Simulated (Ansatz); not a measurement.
Consider the cleavage of the Ga–Ga bond: `[OH][GaH][GaH2]` + HCl → `[OH][GaH][Cl]` + `[GaH3]`.

Gas-phase electronic energies from Ansatz, PBE0-D4/def2-TZVP geometries. CCSD(T)/CBS is the MP2 limit (def2-TZVPP, def2-QZVPP) plus CCSD(T) − MP2 in def2-TZVPP, frozen cores. This one scheme is used for every species. DFT in def2-TZVPP. For Ga outer-core shells are correlated without core-valence functions, which leaves a few kJ/mol of doubt a bond. Scalar relativity is left out up to krypton. Each species was taken in one conformer, which may not be the lowest.

```tsv
level	ΔE (kJ/mol)
PBE	-74.7
BHLYP	-92.5
```

Problem. What does CCSD(T)/CBS give? (An estimate is asked.)

Solution. Computed: -81.6 kJ/mol. The listed levels differ from it by 6.9, -10.9 kJ/mol.

Largest T1 diagnostic among the species: 0.015.

At CCSD(T), def2-SVP lies −13.6 kJ/mol from the extrapolated value and def2-TZVPP −3.2 kJ/mol. Leaving LDA and LC-ωPBE aside and taking each functional with its dispersion term where it has one, the values, not all of them listed here, spread over 22.6 kJ/mol, from B97M-V to PBE-D4. In def2-TZVPP, CCSD(T) changes the Hartree–Fock value by +24.0 kJ/mol (the triples alone add +1.2 kJ/mol) and MP2 by +17.6 kJ/mol.
